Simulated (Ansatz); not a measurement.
Program: Ansatz. Geometries: PBE0-D4/def2-TZVP. ΔE: electronic, gas phase. CCSD(T)/CBS adds triple-zeta CCSD(T) − MP2 to the extrapolated MP2 energy (def2 sets, frozen cores). def2 core potentials past Kr. For Te outer-core shells are correlated without core-valence functions, which leaves a few kJ/mol of doubt a bond. One conformer a species, not always the lowest.

`FC(F)(F)[TeH]` + `OC(F)F` → `FC(F)OC(F)(F)F` + H₂Te  (substitution at a C–Te bond)

`FC(F)(F)[TeH]`:

```xyz
6

F    -1.304    0.495    0.560
C    -0.007    0.489    0.261
F     0.649    0.098    1.352
F     0.359    1.744   -0.012
Te    0.445   -0.745   -1.472
H    -0.142   -2.081   -0.689
```

`OC(F)F`:

Z-matrix (Å, degrees):
```
C
F 1 1.355
F 1 1.355 2 105.7
O 1 1.346 2 111.4 3 -121.2
H 1 1.091 2 109.4 3 117.7
H 4 0.966 1 108.8 2 58.9
```

`FC(F)OC(F)(F)F`:

Z-matrix (Å, degrees):
```
C
F 1 1.339
O 1 1.380 2 110.9
F 1 1.339 2 107.6 3 122.4
H 1 1.090 2 109.7 3 -117.6
C 3 1.366 1 120.5 2 75.6
F 6 1.320 3 106.8 1 -162.3
F 6 1.326 3 112.8 1 -42.5
F 6 1.327 3 111.5 1 79.4
```

H₂Te:

```xyz
3

Te   -0.293    0.554   -0.460
H     1.043    0.429    0.510
H    -0.750   -0.984   -0.050
```

```tsv
species	CCSD(T)/CBS(def2) energy (Eh)
`FC(F)(F)[TeH]`	-605.73243
`OC(F)F`	-314.01610
`FC(F)OC(F)(F)F`	-650.83805
H₂Te	-268.91024
```

(1) Work out ΔE.

Largest T1 diagnostic among the species: 0.012.

Answers

(1) ΔE = (-650.83805) + (-268.91024) − (-605.73243) − (-314.01610) = 0.00024 Eh = +0.6 kJ/mol.

In def2-TZVPP, CCSD(T) changes the Hartree–Fock value by +23.5 kJ/mol (the triples alone add +3.7 kJ/mol) and MP2 by +30.7 kJ/mol. From PBE to PBE0 (25 % exact exchange), in def2-TZVPP and without D4, ΔE moves by −14.0 kJ/mol.
